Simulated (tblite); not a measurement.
Br2Ge (SMILES [Br][Ge][Br]), singlet, at a GFN2-xTB geometry; GFN1-xTB in tblite.

Input for tblite:
```
$ tblite run mol.xyz --method gfn1 --charge 0 --spin 0 --guess eeq --json tblite.json --no-restart

# file mol.xyz
3

Ge     0.01682949     0.00687689     1.03311619
Br     1.00009172    -1.51961211    -0.47860423
Br    -1.01547868     1.51332467    -0.46595914
```

Q: What does tblite print? Leave out banner, timings and long lists.

A: 
```
xTB calculator
 | screened Coulomb repulsion
 | Coulomb electrostatics
 |  * isotropic Klopman-Ohno-Mataga-Nishimoto electrostatics
 |  * onsite third-order electrostatics
 | DFT-D3(BJ) dispersion correction

halogen bonding energy    0.0000000000000E+00 Eh
repulsion energy          1.1710852552615E-02 Eh
dispersion energy        -1.2434014313346E-03 Eh
number of electrons       1.8000000000000E+01 e
integral cutoff           4.0000000000000E+01 bohr

------------------------------------------------------------
  cycle        total energy    energy error   density error
------------------------------------------------------------
      1     -9.113139905154  -9.1236074E+00   4.2765533E-01
      2     -8.800943614300   3.1219629E-01   5.2290849E-01
      3     -9.452494067251  -6.5155045E-01   1.8609931E-01
      4     -9.496742468549  -4.4248401E-02   5.9570488E-02
      5     -9.501920438044  -5.1779695E-03   1.9619847E-02
      6     -9.502369031607  -4.4859356E-04   5.2663303E-03
      7     -9.502405344310  -3.6312703E-05   3.0832852E-04
      8     -9.502405493309  -1.4899950E-07   1.0648789E-04
      9     -9.502405508450  -1.5140929E-08   1.7534757E-05
------------------------------------------------------------

electronic energy        -9.5128729595713E+00 Eh
total energy             -9.5024055084500E+00 Eh

Post processing:
 | Mayer-Wiberg bond orders

[Info] JSON dump of results written to 'tblite.json'
```
